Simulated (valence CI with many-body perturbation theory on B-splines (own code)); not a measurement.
## Which ion has this spectrum?

A relativistic CI+MBPT calculation for an atom or ion with 6 electrons gives these levels (× 10³ cm⁻¹):

```
J  Parity       E     g
0    even    0.00      
1    even  744.44  1.49
2    even  841.22  1.21
2    even  1653.8  1.27
2     odd  1723.3  1.73
0    even  1880.8      
1     odd  2107.2  0.98
2     odd  2467.9  1.45
3     odd  2653.8  1.32
0     odd  2856.1      
1     odd  2924.6  1.27
2     odd  3000.1  1.13
1     odd  3058.0  1.47
2     odd  3652.1  1.32
```

The energies are calculated, and their last digits are not significant.

Question: Which is it?
A. Sr32+
B. Mo36+
C. Nb35+
D. Ru38+

Answer: C. Nb35+, ground level (2s^2 2p1/2^2) J=0.
